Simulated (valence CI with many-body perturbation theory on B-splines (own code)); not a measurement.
Missing levels of Pt LXVI

Method: valence CI with perturbative core correlation (CI+MBPT): three valence electrons over a frozen Dirac-Fock core [Ne], a basis of 11 s, 11 p, 9 d, 7 f, 5 g, 2 h, 1 i functions for each j, with the one-electron correlation potential Σ1 (screened to all orders), the two-electron term Σ2, the three-electron term Σ3, Breit, model QED; selected single and double excitations, second order for the rest (own B-spline code, finite nucleus).

No measured spectrum was set against this ion. As an estimate, large intervals hold to a few tenths of a per cent, small ones and those within an open d or f shell to about a per cent.

```
                     Level  E (Ry)
        (3s^2 3p1/2) J=1/2   0.000
        (3s 3p1/2^2) J=1/2  13.429
        (3s^2 3p3/2) J=3/2       ?
(3s 3p1/2 3p3/2) J=3/2 [a]  45.401
    (3s 3p1/2 3p3/2) J=5/2  46.845
(3s 3p1/2 3p3/2) J=3/2 [b]       ?
    (3s 3p1/2 3p3/2) J=1/2       ?
        (3s^2 3d3/2) J=3/2  52.824
        (3s^2 3d5/2) J=5/2  59.787
(3s 3p1/2 3d3/2) J=3/2 [a]  61.497
(3s 3p1/2 3d3/2) J=3/2 [b]       ?
    (3s 3p1/2 3d3/2) J=5/2  63.391
    (3s 3p1/2 3d3/2) J=1/2  65.494
(3s 3p1/2 3d3/2) J=3/2 [c]  66.097
(3s 3p1/2 3d5/2) J=5/2 [a]  71.093
    (3s 3p1/2 3d5/2) J=7/2       ?
(3s 3p1/2 3d5/2) J=5/2 [b]       ?
    (3s 3p1/2 3d5/2) J=3/2  73.392
     (3p1/2^2 3d3/2) J=3/2  78.341
        (3s 3p3/2^2) J=5/2  80.702
```

Levels are named by their leading jj configuration (3d3/2^4 stands for four electrons in 3d with j = 3/2), which in mixed levels can hold well under half, so a name can repeat and another be missing. Letters in brackets count levels of one name in rising energy.

(1) The levels stand in rising order. What does the calculation give for the missing energies?

## Answers

(1) (3s^2 3p3/2) J=3/2 34.392; (3s 3p1/2 3p3/2) J=3/2 [b] 48.447; (3s 3p1/2 3p3/2) J=1/2 49.270; (3s 3p1/2 3d3/2) J=3/2 [b] 62.512; (3s 3p1/2 3d5/2) J=7/2 72.247; (3s 3p1/2 3d5/2) J=5/2 [b] 73.040.
